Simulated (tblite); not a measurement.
A geometry optimisation, step by step.

C₆H₁₂GeO.
Numbering: `[CH3:1][C:2]#[C:3][GeH2:4][C@H:5]([CH3:6])[O:7][CH3:8]` (hydrogens: H9, H10, H11 on C1; H12, H13 on Ge4; H14 on C5; H15, H16, H17 on C6; H18, H19, H20 on C8)

Computed with GFN2-xTB (tblite), gas phase: L-BFGS steps from a force-field or distance-geometry start until the largest atomic force falls under 0.01 eV/Å. 9 of its 107 geometries are shown.

Step 0: E = -676.0972 eV, largest atomic force 2.697 eV/Å
```
atom  x, y, z in Å  |  force x, y, z in eV/Å
C1      4.135    0.014    0.908   -1.599   0.041   0.232
C2      2.851   -0.226    0.199    2.461   0.135   1.095
C3      1.833   -0.449   -0.377   -1.603  -0.370  -1.296
Ge4     0.196   -0.793   -1.329    0.578  -0.964  -0.409
C5     -1.226   -0.181   -0.138    0.628   0.469   0.191
C6     -0.906   -0.468    1.312    0.376   1.046   0.754
O7     -2.444   -0.754   -0.480   -0.751  -0.190  -0.749
C8     -3.315    0.263   -0.870   -1.801  -0.900   0.536
H9      4.520    0.956    0.497    0.149  -0.304   0.431
H10     3.835    0.107    1.996    0.769   0.010  -1.072
H11     4.841   -0.815    0.751   -0.360   0.393   0.108
H12     0.066   -2.333   -1.591    0.164   0.795   0.044
H13     0.127   -0.050   -2.657    0.175  -0.166   0.109
H14    -1.319    0.907   -0.301    0.299  -0.094   0.271
H15    -1.220    0.449    1.888    0.509  -1.119  -0.045
H16    -1.483   -1.333    1.659    0.404   0.240  -0.097
H17     0.201   -0.630    1.377   -1.042   0.094   0.507
H18    -4.289   -0.262   -1.131    0.909   0.765   0.245
H19    -3.463    0.922    0.024   -0.201  -0.065  -0.855
H20    -2.945    0.801   -1.742   -0.063   0.185  -0.003
```

Step 13: E = -676.6056 eV, largest atomic force 0.163 eV/Å
```
atom  x, y, z in Å  |  force x, y, z in eV/Å
C1      4.088    0.021    0.899   -0.024   0.026   0.027
C2      2.876   -0.248    0.163   -0.015  -0.070  -0.080
C3      1.912   -0.502   -0.516   -0.066  -0.032   0.004
Ge4     0.241   -0.854   -1.341   -0.080   0.127  -0.008
C5     -1.186   -0.141   -0.108    0.118   0.033  -0.107
C6     -0.909   -0.439    1.367   -0.015   0.068  -0.027
O7     -2.428   -0.694   -0.544    0.036  -0.039  -0.030
C8     -3.396    0.262   -0.885   -0.063  -0.083   0.072
H9      4.530    0.947    0.542    0.095   0.082  -0.017
H10     3.873    0.120    1.962   -0.016  -0.014   0.028
H11     4.791   -0.796    0.752    0.082  -0.032   0.015
H12     0.115   -2.317   -1.628   -0.008  -0.037   0.019
H13     0.204   -0.122   -2.667   -0.007  -0.082   0.080
H14    -1.212    0.944   -0.267    0.050   0.007   0.077
H15    -1.224    0.380    2.013   -0.093  -0.031  -0.023
H16    -1.442   -1.338    1.660   -0.009  -0.055  -0.034
H17     0.157   -0.601    1.529   -0.043   0.029  -0.029
H18    -4.314   -0.274   -1.131    0.085  -0.054   0.019
H19    -3.593    0.932   -0.043   -0.040   0.097   0.001
H20    -3.087    0.848   -1.759    0.013   0.061   0.015
```

Step 26: E = -676.6486 eV, largest atomic force 0.196 eV/Å
```
atom  x, y, z in Å  |  force x, y, z in eV/Å
C1      4.130    0.013    0.877   -0.019   0.029  -0.012
C2      2.951   -0.291    0.095    0.003   0.006   0.079
C3      1.940   -0.545   -0.512    0.052  -0.006  -0.104
Ge4     0.255   -0.859   -1.324   -0.016  -0.097   0.116
C5     -1.139   -0.078   -0.124   -0.167  -0.015   0.101
C6     -0.953   -0.428    1.350   -0.009  -0.029   0.017
O7     -2.367   -0.633   -0.609    0.024   0.035  -0.121
C8     -3.405    0.273   -0.870    0.042   0.025   0.022
H9      4.565    0.958    0.548    0.019  -0.067  -0.037
H10     3.836    0.117    1.922    0.082  -0.048   0.020
H11     4.872   -0.783    0.783   -0.076   0.084   0.006
H12     0.058   -2.331   -1.529    0.006   0.048   0.030
H13     0.191   -0.196   -2.668    0.039   0.022  -0.073
H14    -1.138    1.012   -0.242   -0.049  -0.014  -0.052
H15    -1.425    0.296    2.013   -0.097  -0.043  -0.062
H16    -1.395   -1.409    1.521    0.056   0.040   0.046
H17     0.104   -0.475    1.604    0.041   0.024  -0.043
H18    -4.282   -0.326   -1.112    0.028  -0.020  -0.068
H19    -3.644    0.892    0.002    0.094   0.036  -0.002
H20    -3.159    0.920   -1.727   -0.053  -0.009   0.137
```

Step 40: E = -676.7231 eV, largest atomic force 0.159 eV/Å
```
atom  x, y, z in Å  |  force x, y, z in eV/Å
C1      4.192    0.005    0.860   -0.006   0.010  -0.007
C2      3.002   -0.325    0.109   -0.059   0.022  -0.001
C3      2.022   -0.600   -0.539   -0.086   0.027   0.072
Ge4     0.297   -0.885   -1.274   -0.067   0.078  -0.048
C5     -1.133   -0.034   -0.176    0.113   0.052   0.034
C6     -1.071   -0.420    1.295    0.020   0.043  -0.071
O7     -2.276   -0.551   -0.846    0.018   0.014   0.081
C8     -3.390    0.297   -0.831   -0.145  -0.032  -0.009
H9      4.605    0.944    0.496    0.072  -0.002  -0.032
H10     3.938    0.126    1.913    0.021  -0.053   0.000
H11     4.931   -0.787    0.753    0.041   0.027   0.026
H12    -0.014   -2.344   -1.302    0.060  -0.089  -0.053
H13     0.229   -0.340   -2.675    0.043  -0.042   0.044
H14    -1.128    1.063   -0.240    0.074  -0.023  -0.139
H15    -1.837    0.075    1.886   -0.091   0.037   0.015
H16    -1.185   -1.492    1.405   -0.008  -0.108  -0.012
H17    -0.095   -0.130    1.674    0.062   0.010   0.100
H18    -4.245   -0.308   -1.119   -0.119  -0.056  -0.089
H19    -3.579    0.717    0.160    0.039   0.013   0.075
H20    -3.271    1.115   -1.551    0.017   0.073   0.016
```

Step 53: E = -676.7610 eV, largest atomic force 0.074 eV/Å
```
atom  x, y, z in Å  |  force x, y, z in eV/Å
C1      4.224    0.002    0.846   -0.010   0.000  -0.003
C2      2.994   -0.304    0.150    0.021   0.000   0.004
C3      1.981   -0.571   -0.448    0.019  -0.036  -0.018
Ge4     0.308   -0.926   -1.264    0.026   0.001   0.030
C5     -1.125   -0.030   -0.218   -0.040   0.002  -0.045
C6     -1.120   -0.397    1.259    0.007  -0.014  -0.006
O7     -2.279   -0.506   -0.899   -0.059  -0.045  -0.002
C8     -3.414    0.311   -0.786   -0.025  -0.011   0.015
H9      4.647    0.928    0.456    0.021  -0.015   0.010
H10     4.028    0.122    1.911    0.018  -0.005  -0.016
H11     4.939   -0.808    0.703    0.009   0.027   0.013
H12     0.065   -2.403   -1.289    0.020  -0.004   0.011
H13     0.312   -0.421   -2.675    0.020   0.013  -0.018
H14    -1.063    1.061   -0.331    0.009   0.046   0.043
H15    -2.000   -0.017    1.775   -0.007   0.036   0.000
H16    -1.099   -1.479    1.366   -0.032  -0.024   0.008
H17    -0.232    0.014    1.734    0.023   0.027  -0.026
H18    -4.257   -0.275   -1.149   -0.013   0.024  -0.041
H19    -3.606    0.606    0.250   -0.009  -0.018   0.025
H20    -3.309    1.219   -1.395    0.002  -0.002   0.016
```

Step 66: E = -676.7716 eV, largest atomic force 0.042 eV/Å
```
atom  x, y, z in Å  |  force x, y, z in eV/Å
C1      4.247    0.000    0.844    0.008  -0.002   0.000
C2      3.010   -0.305    0.160   -0.019  -0.002   0.002
C3      1.983   -0.573   -0.414    0.009   0.021  -0.007
Ge4     0.320   -0.930   -1.257   -0.035   0.022   0.004
C5     -1.158   -0.053   -0.243   -0.009   0.033   0.014
C6     -1.131   -0.385    1.244   -0.002   0.013  -0.034
O7     -2.326   -0.532   -0.896    0.031  -0.006   0.014
C8     -3.446    0.306   -0.768    0.009  -0.027  -0.013
H9      4.674    0.923    0.452   -0.008   0.005  -0.008
H10     4.062    0.120    1.911    0.000   0.003   0.007
H11     4.962   -0.808    0.698    0.009  -0.016  -0.004
H12     0.123   -2.413   -1.299   -0.019  -0.029   0.002
H13     0.371   -0.417   -2.668   -0.002  -0.004   0.013
H14    -1.102    1.038   -0.366    0.036   0.010   0.002
H15    -1.987    0.043    1.764    0.013   0.001   0.023
H16    -1.140   -1.463    1.385   -0.035  -0.016  -0.004
H17    -0.218    0.015    1.683    0.009   0.014  -0.001
H18    -4.289   -0.225   -1.206    0.017   0.006  -0.017
H19    -3.672    0.535    0.280    0.004  -0.032  -0.016
H20    -3.288    1.249   -1.308   -0.018   0.005   0.023
```

Step 80: E = -676.7888 eV, largest atomic force 0.073 eV/Å
```
atom  x, y, z in Å  |  force x, y, z in eV/Å
C1      4.280   -0.015    0.828    0.000  -0.003   0.002
C2      3.026   -0.318    0.174    0.013   0.015   0.006
C3      1.982   -0.557   -0.381    0.021  -0.053  -0.007
Ge4     0.323   -0.930   -1.224    0.005   0.002  -0.018
C5     -1.157   -0.006   -0.258    0.052  -0.017   0.002
C6     -1.161   -0.332    1.230    0.016  -0.026   0.039
O7     -2.292   -0.479   -0.964    0.007  -0.006   0.029
C8     -3.468    0.261   -0.762    0.007   0.028   0.003
H9      4.696    0.905    0.414    0.004  -0.007   0.029
H10     4.121    0.113    1.899    0.007   0.018  -0.018
H11     4.994   -0.824    0.673   -0.033   0.000  -0.017
H12     0.105   -2.415   -1.233    0.002   0.048   0.016
H13     0.405   -0.454   -2.646   -0.017  -0.006  -0.011
H14    -1.068    1.084   -0.382   -0.049   0.010  -0.017
H15    -1.970    0.163    1.769    0.030  -0.003  -0.067
H16    -1.253   -1.408    1.372   -0.025   0.039   0.003
H17    -0.211   -0.005    1.653   -0.042  -0.016   0.016
H18    -4.237   -0.199   -1.382    0.021   0.006   0.003
H19    -3.791    0.237    0.286    0.008   0.011  -0.046
H20    -3.327    1.306   -1.072   -0.028  -0.041   0.053
```

Step 93: E = -676.7977 eV, largest atomic force 0.042 eV/Å
```
atom  x, y, z in Å  |  force x, y, z in eV/Å
C1      4.306   -0.021    0.817    0.001  -0.006  -0.006
C2      3.043   -0.318    0.175   -0.013   0.016  -0.006
C3      2.004   -0.574   -0.382    0.009   0.003   0.002
Ge4     0.332   -0.920   -1.213    0.018   0.013   0.007
C5     -1.139    0.035   -0.267   -0.003  -0.001  -0.006
C6     -1.192   -0.289    1.220    0.010   0.010   0.000
O7     -2.255   -0.443   -1.000    0.007  -0.016  -0.018
C8     -3.468    0.218   -0.748   -0.012  -0.007  -0.016
H9      4.728    0.893    0.402   -0.002  -0.001  -0.013
H10     4.167    0.111    1.890   -0.032  -0.012  -0.002
H11     5.004   -0.841    0.650    0.021  -0.008   0.002
H12     0.069   -2.394   -1.168    0.013   0.000   0.000
H13     0.410   -0.494   -2.651   -0.007   0.003   0.023
H14    -1.060    1.126   -0.393    0.015  -0.005   0.004
H15    -1.981    0.262    1.731   -0.001  -0.030  -0.014
H16    -1.353   -1.357    1.355   -0.027   0.026   0.019
H17    -0.238   -0.021    1.672    0.012   0.002   0.004
H18    -4.177   -0.150   -1.489   -0.007   0.011   0.020
H19    -3.850    0.001    0.255   -0.001   0.002  -0.007
H20    -3.355    1.304   -0.860    0.000  -0.002   0.007
```

Step 106: E = -676.7989 eV, largest atomic force 0.009 eV/Å
```
atom  x, y, z in Å  |  force x, y, z in eV/Å
C1      4.313   -0.025    0.812    0.002  -0.002   0.001
C2      3.052   -0.316    0.166   -0.006   0.002  -0.002
C3      2.008   -0.568   -0.383    0.007   0.003   0.001
Ge4     0.337   -0.921   -1.209   -0.004  -0.004   0.000
C5     -1.139    0.034   -0.271   -0.002   0.001  -0.001
C6     -1.203   -0.280    1.218    0.003   0.001  -0.002
O7     -2.253   -0.440   -1.010    0.000   0.004   0.001
C8     -3.469    0.211   -0.744    0.006   0.002   0.004
H9      4.739    0.890    0.401    0.000  -0.002   0.003
H10     4.161    0.105    1.884    0.006   0.001  -0.001
H11     5.012   -0.845    0.649    0.002   0.000   0.002
H12     0.086   -2.397   -1.161    0.004  -0.003  -0.003
H13     0.412   -0.493   -2.644   -0.008   0.000  -0.004
H14    -1.050    1.124   -0.400   -0.005   0.000   0.002
H15    -1.990    0.283    1.718    0.000  -0.002  -0.001
H16    -1.381   -1.343    1.365   -0.004   0.005   0.000
H17    -0.249   -0.019    1.673   -0.002  -0.002   0.005
H18    -4.176   -0.132   -1.499   -0.004  -0.004  -0.004
H19    -3.857   -0.041    0.249    0.001   0.000  -0.001
H20    -3.358    1.300   -0.818    0.003  -0.003  -0.001
```

**Question.** Summarise the path.

**Answer.** The energy falls by 67.70 kJ/mol from step 0 to step 106; nine tenths of that is first reached at step 42. It falls at every step. The largest force goes from 2.697 to 0.009 eV/Å. Among the bonds Ge4–H12 changes most, from 1.568 to 1.498 Å; the atoms move by 0.531 Å rms after alignment.

The cost below is that of the whole relaxation. The run took 0.9 s on one thread, AMD EPYC 7R43 (x86_64) (shared host).
